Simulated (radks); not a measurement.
Values are calculated unless marked as measured or tabulated.
Removal energies from the iron ion Fe12+, [Ne] 3s2 3p2, by Delta-SCF beside the eigenvalue of the level emptied. Code: a radial shooting solver on a logarithmic mesh with Libxc functionals. Model: non-relativistic Kohn-Sham, PBE, spin-polarised, spherical densities, point nucleus. Open shells are filled with parallel spins first.

removed from   final configuration  Delta-SCF (eV)  -eigenvalue (eV)
3p                    [Ne] 3s2 3p1          358.91            343.50
3s                    [Ne] 3s1 3p2          384.15            370.20
2p            [He] 2s2 2p5 3s2 3p2          1080.3            1037.5
2s            [He] 2s1 2p6 3s2 3p2          1183.3            1146.0
